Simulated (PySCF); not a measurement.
Compound: AsH₃.
Structure used (PBE0-D3(BJ)/def2-SVP), in Å, numbered top down from 1:
```xyz
4
AsH3 angstrom
As    -0.0051    0.0054    0.6368
H      1.2681   -0.0308   -0.2020
H     -0.6064    1.1095   -0.2265
H     -0.6566   -1.0841   -0.2083
```

Theory: TDDFT CAM-B3LYP/def2-SVPD, vertical, gas phase, core orbitals frozen in the response (PySCF 2.14.0, density-fitted response routines). The CAM-B3LYP/def2-SVPD calculation is non-relativistic and has no spin–orbit coupling, an omission that weighs most on arsenic.

Transition dipole moments from the ground state, in atomic units and in the frame of the coordinates above (overall signs are arbitrary), for the states with f of 0.002 or more among the lowest 9:

| state | E (eV) | μx | μy | μz |
| --- | --- | --- | --- | --- |
| S1 | 6.892 | -0.007 | 0.008 | 0.936 |
| S2 | 7.167 | 0.633 | 0.096 | 0.004 |
| S3 | 7.168 | -0.096 | 0.633 | -0.006 |
| S5 | 9.363 | -0.627 | -0.091 | -0.004 |
| S6 | 9.363 | -0.091 | 0.627 | -0.006 |
| S9 | 9.737 | 0.002 | -0.003 | -0.357 |

Q: What oscillator strength does each state have?

A: f = (2/3) ΔE |μ|² with ΔE in hartree (27.2114 eV).

| state | \|μ\|² (au) | \|μ\| (D) | f |
| --- | --- | --- | --- |
| S1 | 0.877 | 2.38 | 0.148 |
| S2 | 0.410 | 1.63 | 0.072 |
| S3 | 0.410 | 1.63 | 0.072 |
| S5 | 0.401 | 1.61 | 0.092 |
| S6 | 0.401 | 1.61 | 0.092 |
| S9 | 0.127 | 0.91 | 0.030 |

Q: What is the point group, and which symmetry does each of these states have?

A: C3v. Polarised along the main axis, so A1: S1 and S9. Polarised across the main axis, so E: S2, S3, S5 and S6.

Q: What angle do the transition dipoles of S1 and S9 make?

A: |cos θ| = |μa·μb| / (|μa| |μb|) = 1.00, so θ ≈ 0° (taken between 0 and 90°, since the signs are arbitrary).

S2/S3 and S5/S6 coincide within about 0.01 eV; within a degenerate level the directions of the single components are arbitrary.

The vertical ionisation energy (ΔSCF) is 10.49 eV, 0.75 eV above S9.

Without π bonds the low states may be Rydberg-like; a valence basis with one diffuse set may place them up to an eV too high.
